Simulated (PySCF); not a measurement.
**Checking a proposed structure**

A compound C5H8ClF3Si gives the data below (simulated from a calculation) and was assigned the structure `FC(F)(F)[SiH2]C1(Cl)CCC1`.

13C{1H} NMR (computed): δ 134.4 (C), 71.6 (CH), 30.9 (CH), 27.8 (CH2), 7.3 (CH2).

1H NMR (500 MHz, computed): δ 4.80 (m, 1H), 4.68 (m, 1H), 4.24 (m, 1H), 2.71 (m, 1H), 2.39 (m, 1H), 2.03 (m, 1H), 1.57 (m, 1H), 1.34 (m, 1H).

Isolated molecule, fast rotation and ring inversion assumed for equivalent nuclei, non-relativistic Hamiltonian, a single conformation. NMR shieldings at PBE0/pcSseg-1/GIAO; coordinates at the GFN2-xTB level; PySCF 2.14.

Chemical shifts δ = σref − σ; 1H (σref 31.72) and 13C (σref 186.93) vs TMS, all at this level.

Q: Compare with the shifts computed for the proposed structure, pairing carbons in order of shift.

A: Mapped SMILES: `[F:1][C:2]([F:3])([F:4])[SiH2:5][C:6]1([Cl:7])[CH2:8][CH2:9][CH2:10]1`. Hydrogens are named by the atom that carries them.

```csv
atom,computed for proposal,given list,difference
C2,138.7,134.4,+4.3
C6,53.6,71.6,-18.0
C8,38.7,30.9,+7.8
C10,38.7,27.8,+10.9
C9,15.2,7.3,+7.9
```

The rms difference is 10.8 ppm and the largest -18.0 ppm at C6 (fully substituted sp3 carbon bonded to Cl and Si). The proposal also would give 4 carbon signals, not 5. The carbon types in order of shift don't match either: C, C, CH2, CH2, CH2 for the proposal against C, CH, CH, CH2, CH2 in the data. The proposal doesn't fit.

Q: Which isomer fits?

A: SMILES C(F)(F)(F)[C@@H](Cl)[C@@H]1CC[SiH2]1.

1. Carbon types of the structure: 1 × C, 2 × CH, 2 × CH2, leaving 2 H on heteroatoms.
2. δC 134.4: CF3 carbon; 3 electronegative neighbours deshield it.
3. δC 71.6: sp3 CH bonded to Cl; the inductive effect lowers its shielding.
4. δC 27.8: sp3 CH2 in a ring; saturated and bonded to C and H only.
5. δC 7.3: sp3 CH2 bonded to Si; an electropositive neighbour leaves it electron-rich and shielded.

Other isomers checked: C/C(=C/Cl)[C@@H]([SiH3])C(F)(F)F (rms 52.0 ppm).

The data come from this structure; uniqueness wasn't tested.

Carbons that carry Cl, above all several Cl atoms, come out too deshielded, partly because spin–orbit coupling is missing. Splittings by 19F in the carbon and heteronuclear signals aren't shown, as no couplings were computed. Shifts are as computed. Against solution values, carbons near 30 ppm lie about +3 ppm off and those near 130 ppm about +5 ppm; carbons on Cl a further +6 ppm. Of 1309 compounds with measured shifts, 239 miss one by over three times the rms of a fit or turn the order of signals round; such compounds aren't used in these exercises. No couplings were computed; multiplicities are counted from neighbouring protons, with m where these are inequivalent, close in shift, in a saturated or five-membered ring or joined by F or P, and br s for small geminal =CH2 splittings.
